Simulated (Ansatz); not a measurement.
Cost and result for the atomization energy of BF2I (`FB(F)I`) (4 atoms, 3 bonds).

Z-matrix (Å, degrees):
```
B
F 1 1.309
I 1 2.120 2 120.4
F 1 1.309 2 119.1 3 -180.0
```

Total charge 0; spin multiplicity 1. Correlated methods include outer-core shells of I, which these sets cover unevenly. I takes the def2 core potential. All single points use the PBE0-D4/def2-TZVP geometry. Program: Ansatz. Hardware: A = 2 threads of a server CPU on a shared host; B = 2 threads of an AMD EPYC 7R13 on a shared host and a share of an NVIDIA H100 80 GB. Times are those of one run each, without the atoms' runs, and a repeat can differ threefold. Electronic energies, without spin–orbit coupling; frozen cores. CCSD(T)/CBS adds CCSD(T) − MP2 in def2-TZVPP to the MP2 limit, and its time is that of the two runs behind it. T1 = 0.011. With those shells the extrapolation isn't a true limit. HSE06 is the plane-wave form, built on full-range PBE exchange.

CCSD(T)/CBS is a level of theory with its own doubt, some kJ/mol a heavy atom from the limit and from the frozen cores, so smaller differences don't rank the functionals.

| level | functions | wall time |
| --- | --- | --- |
| BHLYP-D4/def2-TZVPP [A] | 143 | 5.5 s |
| HSE06-D4/def2-TZVPP [A] | 143 | 6.5 s |
| PBE0-D4/def2-TZVPP [A] | 143 | 7.5 s |
| CCSD(T)/def2-SVP [A] | 68 | 7.5 s |
| PBE-D4/def2-TZVPP (with forces) [A] | 143 | 9.5 s |
| CAM-B3LYP-D4/def2-TZVPP [A] | 143 | 10 s |
| BLYP-D4/def2-TZVPP [A] | 143 | 12 s |
| r2SCAN-D4/def2-TZVPP (with forces) [A] | 143 | 12 s |
| B2PLYP/def2-TZVPP [A] | 143 | 20 s |
| B97M-V/def2-TZVPP [A] | 143 | 31 s |
| CCSD(T)/def2-QZVPP [B] | 253 | 35 s |
| CCSD(T)/def2-TZVPP [B] | 143 | 42 s |
| CCSD(T)/CBS(def2) | – | 76 s |

Task: What atomization energy does each give, and how far from CCSD(T)/CBS? (Estimate.)

Result: The calculation gave: 
```
                                 level  atomization (kcal/mol)  difference from CCSD(T)/CBS  per bond
               BHLYP-D4/def2-TZVPP [A]                   366.5                        -20.5      -6.8
               HSE06-D4/def2-TZVPP [A]                   388.2                          1.2       0.4
                PBE0-D4/def2-TZVPP [A]                   387.8                          0.8       0.3
                  CCSD(T)/def2-SVP [A]                   367.8                        -19.2      -6.4
   PBE-D4/def2-TZVPP (with forces) [A]                   401.2                         14.2       4.7
           CAM-B3LYP-D4/def2-TZVPP [A]                   387.2                          0.2       0.1
                BLYP-D4/def2-TZVPP [A]                   387.5                          0.5       0.2
r2SCAN-D4/def2-TZVPP (with forces) [A]                   391.6                          4.6       1.5
                 B2PLYP/def2-TZVPP [A]                   383.8                         -3.2      -1.1
                 B97M-V/def2-TZVPP [A]                   387.7                          0.7       0.2
                CCSD(T)/def2-QZVPP [B]                   382.7                         -4.3      -1.4
                CCSD(T)/def2-TZVPP [B]                   376.3                        -10.7      -3.6
                     CCSD(T)/CBS(def2)                   387.0                          0.0       0.0
```

From PBE to PBE0 (25 % exact exchange), in def2-TZVPP and without D4, the atomization energy moves by −13.1 kcal/mol: exact exchange takes away binding that semilocal exchange gives to molecules. The D4 term adds +3.1 kcal/mol with B3LYP and +1.6 kcal/mol with PBE0; it sums over pairs of atoms, weighted by their polarisabilities, and B3LYP, whose exchange is more repulsive, gets the larger term. In def2-TZVPP, CCSD(T) changes the Hartree–Fock value by +87.2 kcal/mol (the triples alone add +8.3 kcal/mol) and MP2 by +111.1 kcal/mol; breaking electron pairs costs correlation energy, which Hartree–Fock lacks.

B3LYP here is the variant with VWN-RPA as its local correlation; programs differ in this.

Spin–orbit coupling would lower the free I atoms strongly, and the atomization energy with them, by more than many differences here.
